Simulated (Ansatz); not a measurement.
Geometry optimisation, RKS PBE-D4/def2-SVP in Ansatz.

Input:

```yaml
crystal:
  periodic: [false, false, false]
  atoms:
    - { symbol: Cl, position_ang: [-1.070268, -2.312361, -0.078037] }
    - { symbol: C, position_ang: [-0.05252, 0.376341, 0.992335] }
    - { symbol: Si, position_ang: [0.153122, -0.078354, -0.883412] }
    - { symbol: Cl, position_ang: [0.734159, 1.892559, 1.554367] }
    - { symbol: H, position_ang: [-1.134869, 0.436434, 1.218882] }
    - { symbol: H, position_ang: [0.337258, -0.474761, 1.583589] }
    - { symbol: H, position_ang: [0.843261, 1.238085, -1.350824] }
    - { symbol: H, position_ang: [1.245222, -1.053036, -1.24901] }
    - { symbol: H, position_ang: [-1.055365, -0.024709, -1.78789] }
total_charge: -1
basis:
  gaussian: { orbitals: def2-SVP }
hamiltonian:
  xc: pbe
  dispersion: d4
relax:
  f_tol: 0.03
  max_steps: 50
output:
  orbitals: {}
```

Launched with:

```bash
$ ansatz run input.yaml --threads 2 --pin off --max-ram 3072MiB --backend cpu --events-out ev --progress --plain --runs-dir out
```

Where does it end, and by what steps?

It converged. The force dipped under the threshold on the way, but the program's further checks kept it going. Limits of this set-up: an anion without diffuse functions, the dipole of an ion depends on the origin. After 6 steps the energy has fallen by 0.054 eV; Cl1 moved furthest, 0.17 Å.

| step | energy less start (eV) | largest force component (eV/Å) | accepted |
| --- | --- | --- | --- |
| 0 | 0.0000 | 0.760 | yes |
| 1 | -0.0326 | 0.541 | yes |
| 2 | -0.0468 | 0.318 | yes |
| 3 | -0.0463 | 0.274 | no |
| 4 | -0.0521 | 0.049 | yes |
| 5 | -0.0535 | 0.007 | yes |
| 6 | -0.0538 | 0.018 | yes |

```xyz
9
Properties=species:S:1:pos:R:3
Cl -1.095 -2.176 0.025
C -0.058 0.323 0.973
Si 0.166 -0.072 -0.899
Cl 0.619 1.942 1.565
H -1.136 0.304 1.221
H 0.421 -0.474 1.571
H 0.914 1.218 -1.348
H 1.205 -1.093 -1.300
H -1.037 0.029 -1.808
```

Whether the end is a true minimum wasn't checked by a vibrational analysis.

Time of the run: 8.2 s on 2 threads of Intel(R) Xeon(R) Platinum 8488C (Sapphire Rapids) (shared host), peak memory 0.15 GiB.
